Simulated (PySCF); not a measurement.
**Computed properties of Mg(I)(OMe) (CH3IMgO), SMILES C[O][Mg][I]**

Mg(I)(OMe) (CH₃IMgO), SMILES C[O][Mg][I]. Geometry optimised at B3LYP-D3(BJ)/def2-SVP. The def2 effective core potentials stand for the cores of I; spin–orbit coupling is left out. Other conformers were not sampled. All values are computed for the isolated molecule unless a solvent is named; none is compared with measurement here.

**Structure.** The optimised structure has C3v symmetry. All 15 harmonic modes at B3LYP-D3(BJ)/def2-SVP (PySCF) are real, so it is a minimum. With heavy atoms numbered as in [Mg:1]([I:2])[O:3][CH3:4], the shortest bond between them is O3–C4 at 1.382 Å and the longest Mg1–I2 at 2.556 Å.

**Vibrations.** The strongest infrared lines (harmonic, unscaled, degenerate partners summed) lie at 1274 cm⁻¹ (454 km/mol, O 60 %, C 35 %), 2951 cm⁻¹ (178 km/mol, H 98 %), 3012 cm⁻¹ (129 km/mol, H 90 %, C 10 %). The softest mode is at 68 cm⁻¹ and the zero-point energy is 26.2 kcal/mol.

**Electronic structure.** r2SCAN/def2-TZVPD (PySCF) places the frontier levels at -6.21 and -1.83 eV, a gap of 4.38 eV, and gives a dipole moment of 1.28 D and a mean polarisability of 79.3 bohr³.

**Excitations.** TDA-ωB97X/def2-SVPD (PySCF) has S1 at 5.16 eV (240 nm, f = 0.012, weak); the most intense of the 10 singlets computed lies at 5.37 eV (f = 0.16). Strengths of degenerate partners are summed. T1 (TDA) is at 5.01 eV, 0.15 eV under S1. No vertical singlet excitation falls in the visible range (under 3.1 eV).
